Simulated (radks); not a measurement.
Results of a calculation; reference values are marked as such.
Nd II, 59 electrons, occupied as [Xe] 4f4 5d1 (not the ground configuration). Code: a radial shooting solver on a logarithmic mesh with Libxc functionals. Model: Dirac Kohn-Sham, BLYP, spin-unpolarised, spherical densities, finite nucleus; open shells fill j = l - 1/2 first; Fermi nuclear charge, rms radius 4.9123 fm. Some entries of the table are withheld. Estimate them.

| orbital | occ. | eigenvalue (Ry) | r(max) (bohr) | <r> (bohr) |
|---|---|---|---|---|
| 1s1/2 | 2 | (1) | 0.01509 | 0.02363 |
| 2s1/2 | 2 | -515.5535 | 0.08565 | 0.1005 |
| 2p1/2 | 2 | -487.8203 | 0.06507 | (2) |
| 2p3/2 | 4 | -449.5809 | 0.07052 | (3) |
| 3s1/2 | 2 | -112.0470 | 0.2440 | 0.2660 |
| 3p1/2 | 2 | -100.1941 | (4) | 0.2556 |
| 3p3/2 | 4 | -92.56243 | (5) | 0.2681 |
| 3d3/2 | 4 | -71.89970 | 0.1941 | 0.2394 |
| 3d5/2 | 6 | -70.24974 | 0.1974 | 0.2433 |
| 4s1/2 | 2 | -22.49521 | 0.5654 | 0.6073 |
| 4p1/2 | 2 | -18.02246 | 0.5728 | 0.6237 |
| 4p3/2 | 4 | -16.36540 | 0.5979 | 0.6520 |
| 4d3/2 | 4 | -9.01255 | 0.6139 | 0.7014 |
| 4d5/2 | 6 | -8.71990 | 0.6222 | 0.7116 |
| 5s1/2 | 2 | -3.25599 | 1.320 | 1.477 |
| 5p1/2 | 2 | -2.06977 | 1.450 | 1.675 |
| 5p3/2 | 4 | -1.84955 | 1.525 | 1.771 |
| 5d3/2 | 1 | -0.45395 | 2.240 | 3.037 |
| 5d5/2 | 0 | -0.44082 | 2.294 | 3.109 |
| 4f5/2 | 4 | -0.42997 | 0.6602 | 1.128 |
| 4f7/2 | 0 | -0.40066 | 0.6655 | 1.153 |

Answer. 
(1) 1s1/2 eigenvalue (Ry): -3187.399
(2) 2p1/2 <r> (bohr): 0.08421
(3) 2p3/2 <r> (bohr): 0.09062
(4) 3p1/2 r(max) (bohr): 0.2308
(5) 3p3/2 r(max) (bohr): 0.2425
